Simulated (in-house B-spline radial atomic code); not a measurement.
Configurations of V5+, with energies counted from [Ne] 3s2 3p6. All numbers are computed (non-relativistic wB97X, spin-polarised, spherical fractional occupations, exact exchange averaged over the configuration; point nucleus) with an all-electron radial atomic-structure program (B-spline basis), not measured. Shells without spins written out take the highest spin.

Occupations are held fixed; configurations that lie above the ionisation limit could autoionise.

| configuration | E - E(ref) (eV) | highest orbital | its <r> (bohr) |
| --- | --- | --- | --- |
| [Ne] 3s1 3p6 3d1 | 67.696 | 3d up | 0.9859 |
| [Ne] 3s2 3p5 4p1 | 76.621 | 4p up | 2.251 |
| [He] 2s2 2p5 3s2 3p6 4s1 | 555.95 | 4s up | 2.054 |
| [He] 2s2 2p5 3s2 3p6 4d1 | 575.52 | 4d up | 2.522 |

Question: Order these further configurations by energy, lowest first.
A. [Ne] 3s2 3p5 4d1
B. [He] 2s2 2p5 3s2 3p6 3d1
C. [Ne] 3s1 3p6 4s1
D. [He] 2s2 2p5 3s2 3p6 4p1
E. [Ne] 3s2 3p5 3d1

Answer: E (40.196 eV), A (88.272 eV), C (96.564 eV), B (523.58 eV), D (563.78 eV).
